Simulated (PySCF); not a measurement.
**Löwdin shares of the frontier orbitals**

C8H16Si.
Structure used (PBE0-D3(BJ)/def2-SVP), in Å, numbered top down from 1:
```
atom  x, y, z in Å
C1    -2.9674   -0.0155    0.6933
C2    -1.9740   -0.3296   -0.1515
C3    -2.2340   -1.0336   -1.4534
Si4   -0.2031    0.1255    0.2953
C5     0.9484   -1.3709    0.3413
C6     2.4178   -0.9354    0.3849
C7     2.8256   -0.0051   -0.7579
C8     2.1166    1.3497   -0.7643
C9     0.6019    1.2594   -0.9837
H10   -2.7787    0.4973    1.6419
H11   -4.0142   -0.2595    0.4698
H12   -1.8757   -0.4375   -2.3098
H13   -3.3062   -1.2344   -1.6050
H14   -1.6981   -1.9967   -1.5012
H15   -0.2190    0.8008    1.6347
H16    0.7043   -2.0253    1.1942
H17    0.7652   -1.9694   -0.5704
H18    2.6220   -0.4265    1.3450
H19    3.0717   -1.8243    0.3749
H20    2.6430   -0.5143   -1.7227
H21    3.9143    0.1636   -0.7069
H22    2.3201    1.8600    0.1955
H23    2.5699    1.9880   -1.5421
H24    0.3963    0.8442   -1.9873
H25    0.1383    2.2597   -0.9616
```

Computed, not measured: TDDFT wB97X-D/def2-SVPD, vertical, gas phase, core orbitals frozen in the response (PySCF).

Frontier orbitals with the atoms that hold most of them (Löwdin shares over 4%, at most four atoms; ? is withheld):

| orbital | ε (eV) | atoms |
| --- | --- | --- |
| HOMO-3 | -10.47 | Si4 24%, H15 23%, C2 11%, C5 8% |
| HOMO-2 | -9.83 | C2 16%, C1 14%, C9 11%, Si4 10% |
| HOMO-1 | -9.82 | C2 18%, Si4 16%, C5 11%, C9 10% |
| HOMO | -8.97 | C1 24%, C2 21%, C9 10%, C5 10% |
| LUMO | ? | ? |
| LUMO+1 | 2.23 | C3 12%, Si4 12%, C1 7%, C5 5% |
| LUMO+2 | 2.59 | C1 11%, C7 8%, C6 8%, C8 8% |

(1) Give the leading atoms of the LUMO.

(2) What is the LUMO energy, and the HOMO–LUMO gap?

Results:

(1) C1 (bonded to C and 2 H) 35%; C2 (bonded to 2 C and Si) 31%; Si4 (bonded to 3 C and H) 7%; H11 (bonded to C) 6%. By element: carbon 66% or more, silicon 7%, hydrogen 6% or more.

(2) ε(LUMO) = 1.76 eV; the gap is 10.73 eV (0.3943 hartree).

Task: The HOMO–LUMO gap is 10.73 eV. Where does the response calculation put the lowest singlet, and from which orbitals?

Result: S1 is at 6.66 eV (f = 0.0035), 4.07 eV below the gap, made of HOMO-1→LUMO (74%), HOMO-3→LUMO (18%). Its leading pair isn't HOMO and LUMO; the energies of that pair differ by 11.58 eV. Without the coupling terms of the response equations the lowest excitation would equal the gap.

Next come S2 at 6.87 eV (f 0.460), HOMO→LUMO (94%); S3 at 7.36 eV (f 0.027), HOMO→LUMO+1 (60%), HOMO→LUMO+2 (23%); S4 at 7.64 eV (f 0.0000), HOMO→LUMO+2 (34%), HOMO→LUMO+1 (23%), HOMO-2→LUMO+1 (15%); S5 at 7.74 eV (f 0.026), HOMO-2→LUMO (83%).

Löwdin shares depend on the basis, the more so with diffuse functions.

On an Arm Neoverse V2 with one thread, shared host, this took 12 min of wall time (grids of density and orbitals included) and 1.6 GiB of memory at its peak.

One conformer stands for the species.
